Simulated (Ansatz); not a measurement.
`C[S][Mg][O][SiH3]` → C• + 6 H• + Mg (atom) + O• + S• + Si•  (atomization)

Gas-phase electronic energies from Ansatz, PBE0-D4/def2-TZVP geometries. CCSD(T)/CBS adds triple-zeta CCSD(T) − MP2 to the extrapolated MP2 energy (def2 sets, frozen cores). This one scheme is used for every species, atoms too. DFT in def2-TZVPP. Open shells (•) are unrestricted, without spin–orbit coupling. Spin–orbit coupling would lower the free atoms: a little for C, O, S, Si. For Mg outer-core shells are correlated without core-valence functions, so the limit isn't a true one: a few kJ/mol of doubt a bond, and 10 to 20 or more in all where bonds break to atoms. Each species was taken in one conformer, which may not be the lowest.

```tsv
level	ΔE (kJ/mol)
LDA (SPW92)	4117.7
B97M-V	3688.1
PBE0	3623.8
SCS-MP2/def2-TZVPP	3629.5
```

What does CCSD(T)/CBS give? (Best estimate.)

Computed: +3703.2 kJ/mol. The listed levels differ from it by 414.5, -15.1, -79.4, -73.7 kJ/mol.

Largest T1 diagnostic among the species: 0.012.

At CCSD(T), def2-SVP lies −267.2 kJ/mol from the extrapolated value and def2-TZVPP −125.7 kJ/mol: correlation converges slowly with the basis, and small sets miss more of it in the bonded molecule than in its fragments. From PBE to PBE0 (25 % exact exchange), in def2-TZVPP and without D4, ΔE moves by −39.5 kJ/mol: exact exchange takes away binding that semilocal exchange gives to molecules. Leaving LDA and LC-ωPBE aside and taking each functional with its dispersion term where it has one, the values, not all of them listed here, spread over 117.3 kJ/mol, from BHLYP-D4 to ωB97X-V. LDA lies +454.4 kJ/mol from PBE without D4, its usual overbinding.

For atomizations the MP2-based limit and the directly extrapolated one differ by several kJ/mol either way, and by 10 to 25 for some Ge, Se and Sn compounds, so smaller differences from it don't rank the levels.
